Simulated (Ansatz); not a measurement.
Ga2N2 (the lowest singlet isomer of a short search), 4 atoms. Hardware: 2 threads of Arm Neoverse V1 on a shared host.

The 6-31G sets use Cartesian d functions. Correlated methods freeze 20 core orbitals; core or outer-core shells of Ga are correlated, in sets that lack core-valence functions.

(1) How many basis functions does each of these Ansatz runs have, and roughly what does it cost? CAM-B3LYP-D4/def2-TZVP, charge 1 doublet at the geometry of the charge 0 singlet, energy, from earlier orbitals; r2SCAN0-D4/def2-TZVP, charge 1 doublet at the geometry of the charge 0 singlet, energy, from earlier orbitals; CCSD(T)/def2-TZVPP, charge 0 singlet, energy, from earlier orbitals; B97M-V/def2-TZVP, charge 0 singlet, energy, from earlier orbitals; PBE0-D4/def2-TZVPD, charge 0 singlet, energy, from earlier orbitals; PBE0-D4/def2-TZVP, charge 0 triplet, energy, from earlier orbitals; r2SCAN0-D4/def2-TZVP, charge 0 quintet, energy, from earlier orbitals; PBE-D4/def2-SVP, charge 0 triplet, relaxation, 12 steps; B3LYP-D4/6-31G, charge 0 singlet, energy, from earlier orbitals; BHLYP-D4/def2-TZVP, charge 0 quintet, energy, from earlier orbitals; PBE with 10 % exact exchange/def2-TZVP, charge 0 triplet, energy, from earlier orbitals; r2SCAN0-D4/def2-TZVP, charge 0 singlet, energy, from earlier orbitals.

## Answers

(1) Other jobs shared the machine, so times can vary by a factor of up to 3. A dash marks memory too small to be measured apart from the calling script's.

| run | functions | fitting or Cholesky vectors | wall time | peak host memory (GiB) |
| --- | --- | --- | --- | --- |
| B3LYP-D4/6-31G, charge 0 singlet, energy, from earlier orbitals | 76 | 769 | 1.8 s | – |
| PBE0-D4/def2-TZVPD, charge 0 singlet, energy, from earlier orbitals | 182 | 1206 | 4.9 s | – |
| r2SCAN0-D4/def2-TZVP, charge 0 singlet, energy, from earlier orbitals | 158 | 1136 | 6.5 s | – |
| PBE with 10 % exact exchange/def2-TZVP, charge 0 triplet, energy, from earlier orbitals | 158 | 1092 | 6.5 s | – |
| PBE0-D4/def2-TZVP, charge 0 triplet, energy, from earlier orbitals | 158 | 1136 | 7.5 s | 0.55 |
| B97M-V/def2-TZVP, charge 0 singlet, energy, from earlier orbitals | 158 | 1046 | 8.5 s | – |
| CAM-B3LYP-D4/def2-TZVP, charge 1 doublet at the geometry of the charge 0 singlet, energy, from earlier orbitals | 158 | 1116 | 8.5 s | 0.63 |
| BHLYP-D4/def2-TZVP, charge 0 quintet, energy, from earlier orbitals | 158 | 1244 | 11 s | 0.59 |
| r2SCAN0-D4/def2-TZVP, charge 0 quintet, energy, from earlier orbitals | 158 | 1136 | 14 s | 0.6 |
| r2SCAN0-D4/def2-TZVP, charge 1 doublet at the geometry of the charge 0 singlet, energy, from earlier orbitals | 158 | 1136 | 14 s | 0.59 |
| PBE-D4/def2-SVP, charge 0 triplet, relaxation, 12 steps | 92 | 1054 | 29 s | – |
| CCSD(T)/def2-TZVPP, charge 0 singlet, energy, from earlier orbitals | 158 | 1046 | 60 s | 1.2 |
